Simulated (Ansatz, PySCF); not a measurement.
C2H5BrSn. Atoms are numbered in the order given.

```xyz
9

Sn     0.1681     0.1570    -0.7478
Br    -1.3981    -0.2801     1.1721
C      2.1006     0.5403     0.0697
C      3.1349    -0.2785    -0.1613
H      0.2117    -1.2730    -1.6885
H     -0.5090     1.4919    -1.5772
H      2.2389     1.4295     0.6984
H      4.1303    -0.0814     0.2580
H      3.0450    -1.1841    -0.7744
```

The structure is a stationary point at r2SCAN-D4/def2-SVP. The structure was generated by enumeration; whether it is a known compound was not checked. The def2 effective core potentials stand for the cores of Sn; spin–orbit coupling is left out. The values are those of a single conformer.

Vertical ionisation energy (IE) and electron affinity (EA) in eV. Rows of orbital energies are one-electron estimates. Where ΔSCF, EOM or ADC give a negative EA the extra electron is unbound and the value depends on the basis.

```json
[
 {"level": "−ε(HOMO), −ε(LUMO), ωB97X/def2-TZVP (PySCF)", "IE": "[?]", "EA": "[?]"},
 {"level": "−ε(HOMO), −ε(LUMO), PBE/def2-TZVP (PySCF)", "IE": "6.68", "EA": "2.12"},
 {"level": "ΔSCF, PBE0/def2-SVPD (Ansatz), final states of multiplicity 2 and 2", "IE": "9.89", "EA": "-0.23"},
 {"level": "ΔSCF, PBE/def2-SVPD (Ansatz), final states of multiplicity 2 and 2", "IE": "9.54", "EA": "-0.08"}
]
```

Q: Fill in the missing entries. (The exact figures need the calculation; the answer reports its results.)

A: 
- −ε(HOMO), −ε(LUMO), ωB97X/def2-TZVP (PySCF), IE: 10.24
- −ε(HOMO), −ε(LUMO), ωB97X/def2-TZVP (PySCF), EA: -0.77

Q: What vertical singlet–triplet gap does ΔSCF give with PBE0/def2-SVPD (Ansatz, a program for electronic structure) and with PBE/def2-SVPD (Ansatz)? (Estimate from the structure and the level; the computed values follow.)

A: 4.12 and 4.26 eV (triplet above singlet where positive).
